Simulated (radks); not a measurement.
Isoelectronic series with 14 electrons, each ion in its NIST ground configuration. All-electron calculation, scalar-relativistic Kohn-Sham, r2SCAN, spin-unpolarised, spherical densities, finite nucleus; meta-GGA in the generalised Kohn-Sham scheme; Fermi nuclear charge, rms radius of each element as measured or else 0.836 A^(1/3) + 0.57 fm. Program: a radial shooting solver on a logarithmic mesh with Libxc functionals. Total energies (hartree) and mean radii <r> (bohr):

[
 {"ion": "Si", "configuration": "[Ne] 3s2 3p2", "E (hartree)": "-289.94208", "3p": "2.775", "3s": "2.190", "2p": "0.5365"},
 {"ion": "S2+", "configuration": "[Ne] 3s2 3p2", "E (hartree)": "-397.91473", "3p": "1.767", "3s": "1.588", "2p": "0.4410"},
 {"ion": "Ar4+", "configuration": "[Ne] 3s2 3p2", "E (hartree)": "-524.03684", "3p": "1.338", "3s": "1.260", "2p": "0.3744"},
 {"ion": "Ca6+", "configuration": "[Ne] 3s2 3p2", "E (hartree)": "-668.32825", "3p": "1.086", "3s": "1.049", "2p": "0.3252"},
 {"ion": "Ti8+", "configuration": "[Ne] 3s2 3p2", "E (hartree)": "-830.85249", "3p": "0.9174", "3s": "0.9007", "2p": "0.2873"},
 {"ion": "Cr10+", "configuration": "[Ne] 3s2 3p2", "E (hartree)": "-1011.69586", "3p": "0.7952", "3s": "0.7899", "2p": "0.2573"},
 {"ion": "Fe12+", "configuration": "[Ne] 3s2 3p2", "E (hartree)": "-1210.96092", "3p": "0.7023", "3s": "0.7037", "2p": "0.2330"},
 {"ion": "Ni14+", "configuration": "[Ne] 3s2 3p2", "E (hartree)": "-1428.76480", "3p": "0.6291", "3s": "0.6345", "2p": "0.2128"},
 {"ion": "Zn16+", "configuration": "[Ne] 3s2 3p2", "E (hartree)": "-1665.23731", "3p": "0.5699", "3s": "0.5777", "2p": "0.1957"},
 {"ion": "Ge18+", "configuration": "[Ne] 3s2 3p2", "E (hartree)": "-1920.52224", "3p": "0.5209", "3s": "0.5302", "2p": "0.1812"},
 {"ion": "Se20+", "configuration": "[Ne] 3s2 3p2", "E (hartree)": "-2194.77706", "3p": "0.4796", "3s": "0.4898", "2p": "0.1686"},
 {"ion": "Kr22+", "configuration": "[Ne] 3s2 3p2", "E (hartree)": "-2488.17215", "3p": "0.4444", "3s": "0.4550", "2p": "0.1577"},
 {"ion": "Sr24+", "configuration": "[Ne] 3s2 3p2", "E (hartree)": "-2800.89221", "3p": "0.4139", "3s": "0.4247", "2p": "0.1480"},
 {"ion": "Zr26+", "configuration": "[Ne] 3s2 3p2", "E (hartree)": "-3133.13615", "3p": "0.3873", "3s": "0.3981", "2p": "0.1394"}
]
